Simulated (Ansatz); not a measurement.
Mulliken charges of `[GaH2][I]` from r2SCAN/def2-TZVPP in Ansatz (PBE0-D4/def2-TZVP geometry).

```
atom   x (Å)   y (Å)   z (Å)  charge (e)
 Ga1  -0.242   0.032  -0.116       0.336
  I2   2.013  -0.380   0.860      -0.245
  H3  -1.396  -0.855   0.440      -0.046
  H4  -0.319   1.143  -1.205      -0.046
```

Task: By hand: the dipole of these point charges (1 e Å = 4.8032 D).

Result: Σ q r = (-0.496, 0.091, -0.214) e Å, of length 0.548 e Å = 2.63 D.

Task: How does the dipole of the full density compare? (Estimate.)

Result: Computed: (-0.274, 0.050, -0.119) e Å, 1.45 D; the point charges give 1.81 times that, at 0° from its direction.

Point charges leave out the atoms' own dipoles, such as those of lone pairs, and Mulliken's split depends on the basis, so the two needn't agree.
